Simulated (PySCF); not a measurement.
Correlation energy of Si²⁺ (silicon, charge +2)

[Ne] 3s2, closed-shell 1S. Calculation: PySCF 2.14, in def2-TZVP (5s5p2d1f, 37 functions); no relativity, point nucleus. Frozen: [Ne]; 2 electrons correlated.

Total MP2 correlation energy: -31.34 mhartree.

Same-spin part 0.00 and opposite-spin part -31.34 mhartree; SCS-MP2 scales them by 1/3 and 6/5 to -37.60 mhartree.

With two correlated electrons CCSD is exact within the correlated space (frozen core and kept virtual orbitals).

| level | correlation energy (mhartree) |
| --- | --- |
| CCSD | -44.73 |

Diagnostics: T1 = 0.0061, D1 = 0.0087, largest double amplitude 0.117.

Cost of the coupled-cluster step: 0.1 s of wall time on 1 thread of Neoverse-V1 (shared host), for 2 correlated electrons.

Iterations:

```
CC2 = 0
CCSD nocc = 1, nmo = 32
frozen orbitals [0, 1, 2, 3, 4]
max_cycle = 100
direct = 0
conv_tol = 1e-08
conv_tol_normt = 1e-06
diis_space = 8
diis_start_cycle = 0
Init t2, MP2 energy = -288.019340501968  E_corr(MP2) -0.0313365165954979
Init E_corr(CCSD) = -0.0313365165955192
cycle = 1  E_corr(CCSD) = -0.0392922159890874  dE = -0.00795569939  norm(t1,t2) = 0.0468613
cycle = 2  E_corr(CCSD) = -0.0422981874528731  dE = -0.00300597146  norm(t1,t2) = 0.0209699
cycle = 3  E_corr(CCSD) = -0.044737735582042  dE = -0.00243954813  norm(t1,t2) = 0.00983555
cycle = 4  E_corr(CCSD) = -0.0447231170813167  dE = 1.46185007e-05  norm(t1,t2) = 0.0004929
cycle = 5  E_corr(CCSD) = -0.0447311812614517  dE = -8.06418013e-06  norm(t1,t2) = 3.12916e-05
cycle = 6  E_corr(CCSD) = -0.0447290002473042  dE = 2.18101415e-06  norm(t1,t2) = 6.78256e-06
cycle = 7  E_corr(CCSD) = -0.044729348153075  dE = -3.47905771e-07  norm(t1,t2) = 1.34286e-06
cycle = 8  E_corr(CCSD) = -0.0447293169941964  dE = 3.11588787e-08  norm(t1,t2) = 1.34249e-07
cycle = 9  E_corr(CCSD) = -0.0447293148179468  dE = 2.17624956e-09  norm(t1,t2) = 1.41012e-08
CCSD converged
E(CCSD) = -288.0327333001906  E_corr = -0.04472931481794681
```
